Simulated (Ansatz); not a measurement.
A run for Ansatz (a program for electronic structure): R-B3LYP/def2-TZVPPD on C2H3ClO (a complex), monomers drawn apart or pushed together. Files ending in .json are basis or fitting sets from the Basis Set Exchange.

Ansatz 0.2 input:
```yaml
crystal:
  periodic: [false, false, false]
  atoms:
    - {symbol: C, position_ang: [0.16091069, 0.53450818, 0.03766911]}
    - {symbol: O, position_ang: [-0.42834911, -0.07465605, -0.70153484]}
    - {symbol: C, position_ang: [1.21636011, 0.23914855, 3.90228675]}
    - {symbol: Cl, position_ang: [0.23401864, -1.19120363, 3.44010107]}
    - {symbol: H, position_ang: [0.70340878, 0.75780120, 4.70650800]}
    - {symbol: H, position_ang: [2.19014944, -0.10996370, 4.23206338]}
    - {symbol: H, position_ang: [1.31007465, 0.87710445, 3.02900564]}
basis:
  gaussian:
    orbitals: def2-TZVPPD.json
hamiltonian:
  xc: {name: B3LYP}
scf: {lower_state_search: off}
```

Program output:

```
WARN ansatz: RAYON_NUM_THREADS=1 ignored (pool sized by the plan → 1); use --threads N
Functional definition: B3LYP
these checks for a lower state are left out or cut short: stability, starts, cluster_reference, orbital_swaps, neighbouring_geometries, increment
integrals: 0.11 GiB planned
1043 factors; their error is unknown
mean field: 1.02 GiB planned
mean field evaluation 1: about -16689.1170 eV, gradient 5.5e1 eV
mean field evaluation 2: about -16680.7443 eV, gradient 8.5e1 eV
mean field evaluation 4: about -16694.7344 eV, gradient 5.7e0 eV
mean field evaluation 8: about -16694.7997 eV, gradient 5.9e-2 eV
mean field evaluation 16: about -16694.8239 eV, gradient 1.3e-5 eV
mean field -16694.82386217 eV, -613.5234607767 hartree, gradient 4.2e-6 eV, S^2 0.000000; 0 other end points of the search recorded, 0 dependent functions left out
reference -16694.82416272 eV, -613.5234718219 hartree; 20, 20 occupied and 196, 196 virtual orbitals, 1043 factors
Total energy: -16694.82416272 eV, -613.5234718219 hartree
Checks for a lower state left out: stability, starts, cluster_reference, orbital_swaps, neighbouring_geometries, increment
```

The run converged.

Cost: roughly 4 core-seconds.
